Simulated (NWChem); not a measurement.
Everything below was run with NWChem. System: HI, charge 0, spin multiplicity 1, displaced from the optimised geometry.

Input file:

```
start mol
memory heap 200 mb stack 900 mb global 1100 mb
geometry units angstroms nocenter noautoz noautosym
  I      0.000000     0.000000     2.479435
  H      0.000000     0.000000    -1.602562
end
basis spherical
  * library def2-svp
end
ecp
  I library def2-ecp
end
dft
  xc b3lyp
  semidirect memsize 60000000 filesize 0
  iterations 100
end
task dft energy
```

The output up to the point where the run's verdict is printed (cleaned and shortened):

```
             Northwest Computational Chemistry Package (NWChem) 7.3.0
             --------------------------------------------------------

                                NWChem Input Module
                                -------------------

 Scaling coordinates for geometry "geometry" by  1.889725989
 (inverse scale =  0.529177249)

                             Geometry "geometry" -> ""
                             -------------------------

 Output coordinates in angstroms (scale by  1.889725989 to convert to a.u.)

  No.       Tag          Charge          X              Y              Z
 ---- ---------------- ---------- -------------- -------------- --------------
    1 I                   53.0000     0.00000000     0.00000000     2.47943500
    2 H                    1.0000     0.00000000     0.00000000    -1.60256200

 Effective nuclear repulsion energy (a.u.)       6.8707532605

            Nuclear Dipole moment (a.u.)
            ----------------------------
        X                 Y               Z
 ---------------- ---------------- ----------------
     0.0000000000     0.0000000000   245.3005930345


 Summary of "ao basis" -> "" (spherical)
 ------------------------------------------------------------------------------
       Tag                 Description            Shells   Functions and Types
 ---------------- ------------------------------  ------  ---------------------
 *                          def2-svp                  on all atoms

                                 NWChem DFT Module
                                 -----------------

 Summary of "ao basis" -> "ao basis" (spherical)
 ------------------------------------------------------------------------------
       Tag                 Description            Shells   Functions and Types
 ---------------- ------------------------------  ------  ---------------------
 I                          def2-svp                10       26   4s4p2d
 H                          def2-svp                 3        5   2s1p

 Summary of "ao basis" -> "ao basis" (spherical)
 ------------------------------------------------------------------------------
[...]
 d= 0,ls=0.5,diis    52   -298.2099069902 -9.71D-04  3.94D-04  1.21D-02     5.0
 d= 0,ls=0.5,diis    53   -298.2107012063 -7.94D-04  3.52D-04  9.85D-03     5.0
 d= 0,ls=0.5,diis    54   -298.2113420496 -6.41D-04  3.09D-04  8.06D-03     5.1
 d= 0,ls=0.5,diis    55   -298.2118466629 -5.05D-04  2.64D-04  6.66D-03     5.2
 d= 0,ls=0.5,diis    56   -298.2122336095 -3.87D-04  2.49D-04  5.59D-03     5.3
 d= 0,ls=0.5,diis    57   -298.2125712716 -3.38D-04  2.22D-04  4.64D-03     5.4
 d= 0,ls=0.5,diis    58   -298.2128395092 -2.68D-04  2.08D-04  3.89D-03     5.5
 d= 0,ls=0.5,diis    59   -298.2130674515 -2.28D-04  1.87D-04  3.26D-03     5.6
 d= 0,ls=0.5,diis    60   -298.2132536872 -1.86D-04  1.74D-04  2.74D-03     5.6
 d= 0,ls=0.5,diis    61   -298.2134119416 -1.58D-04  1.59D-04  2.29D-03     5.7
 d= 0,ls=0.5,diis    62   -298.2135392801 -1.27D-04  1.46D-04  1.94D-03     5.8
 d= 0,ls=0.5,diis    63   -298.2136450828 -1.06D-04  1.36D-04  1.65D-03     5.9
 d= 0,ls=0.5,diis    64   -298.2137350924 -9.00D-05  1.28D-04  1.39D-03     5.9
 d= 0,ls=0.5,diis    65   -298.2138113534 -7.63D-05  1.19D-04  1.18D-03     6.0
 d= 0,ls=0.5,diis    66   -298.2138752614 -6.39D-05  1.12D-04  1.01D-03     6.1
 d= 0,ls=0.5,diis    67   -298.2139295425 -5.43D-05  1.05D-04  8.56D-04     6.1
 d= 0,ls=0.5,diis    68   -298.2139758683 -4.63D-05  1.03D-04  7.27D-04     6.2
 d= 0,ls=0.5,diis    69   -298.2140149974 -3.91D-05  9.49D-05  6.20D-04     6.3
 d= 0,ls=0.5,diis    70   -298.2140485183 -3.35D-05  8.80D-05  5.27D-04     6.4
 d= 0,ls=0.5,diis    71   -298.2140774063 -2.89D-05  8.27D-05  4.47D-04     6.4
 d= 0,ls=0.5,diis    72   -298.2141019828 -2.46D-05  7.74D-05  3.80D-04     6.5
 d= 0,ls=0.5,diis    73   -298.2141225775 -2.06D-05  7.26D-05  3.24D-04     6.6
 d= 0,ls=0.5,diis    74   -298.2141400447 -1.75D-05  6.68D-05  2.76D-04     6.7
 d= 0,ls=0.5,diis    75   -298.2141548404 -1.48D-05  6.33D-05  2.36D-04     6.8
 d= 0,ls=0.5,diis    76   -298.2141675294 -1.27D-05  5.83D-05  2.01D-04     6.9
 d= 0,ls=0.5,diis    77   -298.2141782358 -1.07D-05  5.46D-05  1.72D-04     6.9
 d= 0,ls=0.5,diis    78   -298.2141874227 -9.19D-06  5.11D-05  1.47D-04     7.0
 d= 0,ls=0.5,diis    79   -298.2141953102 -7.89D-06  4.84D-05  1.26D-04     7.1
 d= 0,ls=0.5,diis    80   -298.2142020817 -6.77D-06  4.56D-05  1.08D-04     7.1
 d= 0,ls=0.5,diis    81   -298.2142079165 -5.83D-06  4.28D-05  9.20D-05     7.2
 d= 0,ls=0.5,diis    82   -298.2142129587 -5.04D-06  4.01D-05  7.86D-05     7.3
 d= 0,ls=0.5,diis    83   -298.2142172726 -4.31D-06  3.79D-05  6.71D-05     7.3
 d= 0,ls=0.5,diis    84   -298.2142209521 -3.68D-06  3.57D-05  5.74D-05     7.4
 d= 0,ls=0.5,diis    85   -298.2142241444 -3.19D-06  3.40D-05  4.90D-05     7.5
 d= 0,ls=0.5,diis    86   -298.2142268601 -2.72D-06  3.21D-05  4.19D-05     7.6
 d= 0,ls=0.5,diis    87   -298.2142292000 -2.34D-06  3.07D-05  3.59D-05     7.7
 d= 0,ls=0.5,diis    88   -298.2142312341 -2.03D-06  2.92D-05  3.06D-05     7.8
 d= 0,ls=0.5,diis    89   -298.2142329874 -1.75D-06  2.85D-05  2.61D-05     7.8
 d= 0,ls=0.5,diis    90   -298.2142345155 -1.53D-06  2.72D-05  2.23D-05     7.9
 d= 0,ls=0.5,diis    91   -298.2142358325 -1.32D-06  2.46D-05  1.90D-05     8.0
 d= 0,ls=0.5,diis    92   -298.2142369656 -1.13D-06  2.77D-05  1.61D-05     8.1
 d= 0,ls=0.5,diis    93   -298.2142379068 -9.41D-07  2.78D-05  1.40D-05     8.1
 d= 0,ls=0.5,diis    94   -298.2142387502 -8.43D-07  2.55D-05  1.21D-05     8.2
 d= 0,ls=0.5,diis    95   -298.2142394859 -7.36D-07  2.49D-05  1.03D-05     8.3
 d= 0,ls=0.5,diis    96   -298.2142400684 -5.82D-07  2.63D-05  9.06D-06     8.3
 d= 0,ls=0.5,diis    97   -298.2142405855 -5.17D-07  2.54D-05  8.03D-06     8.4
 d= 0,ls=0.5,diis    98   -298.2142410582 -4.73D-07  2.62D-05  7.06D-06     8.5
 d= 0,ls=0.5,diis    99   -298.2142414666 -4.08D-07  2.47D-05  6.26D-06     8.6
 d= 0,ls=0.5,diis   100   -298.2142418909 -4.24D-07  2.95D-05  5.36D-06     8.6
```

Convergence was not reached. The next line reads: Calculation failed to converge. NWChem stopped with the message: dft energy failed.
